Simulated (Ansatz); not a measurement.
System: sum formula SiHF2, charge -1, multiplicity 1. It need not be the lowest isomer of its formula. Whether it binds its extra electron was not tested at this geometry. 
Coordinates optimised at B3LYP-D3(BJ)/def2-TZVP (Ansatz, a quantum-chemistry and plane-wave program):
```
Si
F 1 1.6939
F 1 1.6939 2 97.69
H 1 1.5773 2 95.35 3 -96.15
```
Charge -1, spin multiplicity 1.

Parts of the frozen-core correlation energy in STO-3G (Ansatz, hartree). Frozen orbitals: 7; correlated occupied orbitals by spin: 10 and 10; virtual: 3 and 3. Spin-orbit coupling is left out. No relativistic terms.

| term | value |
|---|---|
| reference (HF) | -482.08904 |
| MP2 opposite-spin | -0.04736 |
| MP2 same-spin | -0.00519 |
| CCSD correlation | -0.06896 |
| (T) | -0.00234 |
| FCI minus CCSD(T) | -0.00043 |
| T1 diagnostic | 0.010 |
| largest doubles amplitude | 0.066 |
